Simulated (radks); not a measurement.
Numerical settings for neutral cobalt, [Ar] 3d7 4s2. Method: non-relativistic Kohn-Sham, PBE, spin-unpolarised, spherical densities, point nucleus; computed with a radial shooting solver on a logarithmic mesh with Libxc functionals. The defaults (mesh step 0.008 in ln r, mesh end at 40 bohr or more with all orbitals vanishing there, Anderson mixing 0.5 over 9 steps, residual threshold near 1e-9 with the energy settled to 1e-9 hartree or 1e-11 of itself, here a cap of 79 iterations) give E = -1382.3943 hartree and 4s at -5.365 eV in 14 iterations. Run on one thread of a shared host, so times are rough (Intel(R) Xeon(R) 6975P-C): 0.06 s of CPU time, 0.06 s wall, 14 iterations on 2669 mesh points. Changes against that run (0 stands for a change within the tolerance of the run):

| setting | iterations | converged | E (mhartree) | e(4s) (meV) | CPU (s) |
|---|---|---|---|---|---|
| mesh step in ln r 0.012 | 14 | yes | 0 | 0 | 0.04 |
| mesh step in ln r 0.003 | 14 | yes | 0 | 0 | 0.14 |
| mesh step in ln r 0.2 | 4 | no | diverged | - | 0 |
| mesh end (bohr) 12 | 14 | yes | +0.0213 | +2.31 | 0.05 |
| mesh end (bohr) 400 | 14 | yes | 0 | 0 | 0.06 |
| residual threshold 1e-16 | 79 | no | 0 | 0 | 0.17 |
| residual threshold 0.1 | 10 | yes | 0 | -0.106 | 0.05 |
| mixing 0.05 | 25 | yes | 0 | 0 | 0.1 |
| linear mixing, mixing 0.2 | 79 | no | 0 | 0 | 0.22 |
| linear mixing, mixing 1 | 79 | no | +3.24e+04 | -2.55e+05 | 0.92 |
| mixing history 20 | 23 | yes | 0 | 0 | 0.08 |
| iteration cap 5 | 5 | no | +1.66 | +135 | 0.03 |

No run marked as converged misses the energy by more than 1 mhartree. A mesh that ends early acts as a hard wall.
